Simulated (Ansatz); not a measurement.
CrBr2, relaxed as a singlet with RKS PBE-D4/def2-TZVP in Ansatz, starting from the PBE-D4/def2-TZVP geometry of the neutral quintet. Force threshold 0.02 eV/Å.

The restricted singlet is unstable towards broken spin symmetry in Hartree–Fock (as tested in another run); at PBE-D4/def2-TZVP this wasn't settled. An occupied level lies above an empty one. At PBE-D4/def2-TZVP a quintet of charge 0 lies 2.79 eV below the restricted singlet, each at its own geometry.

Start:

Cartesian coordinates in Å:
```
Cr 0.000 0.000 0.000
Br 1.985 -1.107 0.498
Br -1.985 1.107 -0.499
```

| step | energy (eV) | largest force component (eV/Å) | SCF passes |
| --- | --- | --- | --- |
| 1 | -168487.0559 | 0.941 | 48 |
| 2 | -168487.1351 | 0.029 | 22 |
| 3 | -168487.1351 | 0.002 | 24 |
| 4 | -168487.1354 | 0.007 | 24 |
| 5 | -168487.1360 | 0.025 | 24 |
| 6 | -168487.1477 | 0.051 | 57 |
| 7 | -168487.1523 | 0.036 | 33 |
| 8 (rejected) | -168487.1487 | 0.300 | 34 |
| 9 | -168487.1576 | 0.019 | 32 |
| 10 (rejected) | -168487.1573 | 0.055 | 32 |
| 11 | -168487.1582 | 0.015 | 24 |

Force components are those of the run's own axes.

End:

Cartesian coordinates in Å:
```
Cr -0.117 -0.014 0.437
Br 1.882 -1.010 0.239
Br -1.764 1.024 -0.676
```

By distances, no bond broke or formed. The bond that changes most is Cr1–Br2, from 2.33 to 2.24 Å (atoms count from 1).

The force fell under the threshold at step 3, but the optimiser went on and released 0.023 eV more. No frequencies were taken in this run, so the end may be a saddle point.

Run time 30 s (2 threads of Intel Xeon Platinum 8259CL on a shared host).
